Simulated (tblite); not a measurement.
C5H12P2Si.
Bonds: C1–C2, C2–C3 (double), C3–Si4, C3–C5, C5–P6, P6–P7, P6–C8, C2–C8. Hydrogens: H9, H10, H11 on C1; H12, H13, H14 on Si4; H15, H16 on C5; H17, H18 on P7; H19, H20 on C8.

Computed geometry: GFN2-xTB, gas phase.

(1) Give the optimised bond lengths and angles.

Results:

(1) 
```csv
bond,length (Å)
C1–C2,1.491
C2=C3,1.332
C3–Si4,1.881
C3–C5,1.505
C5–P6,1.866
P6–P7,2.176
P6–C8,1.862
C2–C8,1.507
"C1–H9, C1–H10, C1–H11",1.089
"Si4–H12, Si4–H13, Si4–H14",1.465
"C5–H15, C5–H16",1.095
"P7–H17, P7–H18",1.394
"C8–H19, C8–H20",1.095
```

Bonds in one row agree within 0.01 Å and their mean is given. A selection of angles:
```csv
angle,degrees
C1–C2–C3,126.6
C1–C2–C8,117.0
C3–C2–C8,116.4
C2–C3–Si4,126.5
C2–C3–C5,114.9
Si4–C3–C5,118.7
C3–C5–P6,106.8
C5–P6–P7,96.2
C5–P6–C8,89.9
P7–P6–C8,96.2
C2–C8–P6,106.1
```

Dihedral angles: C1–C2–C3–Si4 0° (synperiplanar); C2–C3–C5–P6 16° (synperiplanar); C3–C5–P6–P7 75° (synclinal); C5–P6–C8–C2 21° (synperiplanar); C1–C2–C8–P6 165° (antiperiplanar). The mirror-image conformer, all signs reversed, is as good.

The 4 C–C bonds span 1.332 Å (C2=C3, drawn double) to 1.507 Å (C2–C8, drawn single), a spread of 0.175 Å. P7 (three-coordinate phosphorus) is pyramidal (angles 92.7°, 92.6° and 91.8°, sum 277.1°, 0.86 Å off the plane of its three neighbours). P6 (three-coordinate phosphorus) is pyramidal (angles 96.2°, 96.2° and 89.9°, sum 282.3°, 1.05 Å off the plane of its three neighbours). The 5-membered ring C2–C3–C5–P6–C8 has internal angles of 89.9° to 116.4° (sum 534°, against 540° for a flat polygon); it is puckered, 0.12 Å rms from its mean plane, widest ring torsion 21°. Of the pairs four or more bonds apart, Si4···H10 is among the closest relative to their van der Waals radii: 2.82 Å, 86 % of the sum of Bondi's values. Si4 (SiH3 silicon) is tetrahedral (angles from 108.2° to 110.0°).

Point group: C1 (no symmetry element, even within 0.4 Å). Its GFN2-xTB frequencies are all real (lowest 54 cm⁻¹). One conformer, not necessarily the lowest (C5–P6–P7–H 89° and -179°, C2–C3–C5–P6 16°, C3–C5–P6–P7 75°, C5–P6–C8–C2 21°, C1–C2–C8–P6 165°).
